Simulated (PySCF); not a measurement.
Compound: C8H3F3.
Atom-mapped SMILES: `[CH:1]#[C:2][CH:3]=[C:4]=[C:5]([C:6]#[CH:7])[C:8]([F:9])([F:10])[F:11]` (hydrogens: H12 on C1; H13 on C3; H14 on C7)

A GFN2-xTB structure was refined with PySCF 2.14.0, PBE0-D3(BJ)/def2-SVP geometry optimisation, gas phase. Its GFN2-xTB values:

```json
{"coordinate": "C1≡C2", "GFN2-xTB": "1.200 Å"}
{"coordinate": "C1–H12", "GFN2-xTB": "1.049 Å"}
{"coordinate": "C2–C3", "GFN2-xTB": "1.412 Å"}
{"coordinate": "C3=C4", "GFN2-xTB": "1.300 Å"}
{"coordinate": "C3–H13", "GFN2-xTB": "1.084 Å"}
{"coordinate": "C4=C5", "GFN2-xTB": "1.308 Å"}
{"coordinate": "C5–C6", "GFN2-xTB": "1.417 Å"}
{"coordinate": "C5–C8", "GFN2-xTB": "1.512 Å"}
{"coordinate": "C6≡C7", "GFN2-xTB": "1.199 Å"}
{"coordinate": "C7–H14", "GFN2-xTB": "1.049 Å"}
{"coordinate": "C8–F9", "GFN2-xTB": "1.341 Å"}
{"coordinate": "C1–C2–C3", "GFN2-xTB": "179.0°"}
{"coordinate": "C2–C3–C4", "GFN2-xTB": "123.3°"}
{"coordinate": "C4–C5–C6", "GFN2-xTB": "124.0°"}
{"coordinate": "C4–C5–C8", "GFN2-xTB": "121.0°"}
{"coordinate": "C5–C6–C7", "GFN2-xTB": "177.8°"}
{"coordinate": "C5–C8–F9", "GFN2-xTB": "112.5°"}
{"coordinate": "C6–C5–C8", "GFN2-xTB": "115.1°"}
{"coordinate": "F9–C8–F10", "GFN2-xTB": "106.6°"}
```

Problem. How do these coordinates change at the PBE0-D3(BJ)/def2-SVP level?

Solution. 
| coordinate | PBE0-D3(BJ)/def2-SVP (Å or °) | change |
| --- | --- | --- |
| C7–H14 | 1.075 | +0.026 |
| C1–H12 | 1.075 | +0.026 |
| C3–H13 | 1.100 | +0.016 |
| C3=C4 | 1.313 | +0.013 |
| C6≡C7 | 1.212 | +0.013 |
| C1≡C2 | 1.212 | +0.012 |
| C8–F9 | 1.329 | -0.012 |
| C2–C3 | 1.423 | +0.011 |
| C5–C6 | 1.426 | +0.009 |
| C4=C5 | 1.317 | +0.009 |
| C5–C8 | 1.519 | +0.007 |
| C6–C5–C8 | 116.9 | +1.8 |
| F9–C8–F10 | 108.1 | +1.5 |
| C5–C8–F9 | 111.5 | -1.0 |
| C2–C3–C4 | 124.3 | +1.0 |
| C4–C5–C8 | 120.0 | -1.0 |
| C4–C5–C6 | 123.1 | -0.9 |
| C5–C6–C7 | 178.5 | +0.7 |
| C1–C2–C3 | 178.5 | -0.5 |

The energy falls by 9.2 kJ/mol over 10 energy and gradient evaluations, the largest force component goes from 0.0202 to 4.3e-04 Eh/bohr, and the atoms move by 0.038 Å rms after alignment. Among the bonds, C1–H12 and C7–H14 change most and about equally (+0.026 Å). Bonds longer at the end by more than 0.005 Å: 10 of 13; shorter: 3. Rotational constants go from 1618, 699.6, 566.7 to 1602, 694.7, 560.5 MHz.

The run used 169 basis functions and 77 SCF cycles in all.

Whether it is a minimum is left open (no frequencies).

Conformer computed: `[CH:1]#[C:2][CH:3]=[C:4]=[C:5]([C:6]#[CH:7])[C:8]([F:9])([F:10])[F:11]`: C4–C5–C8–F9 -1°.
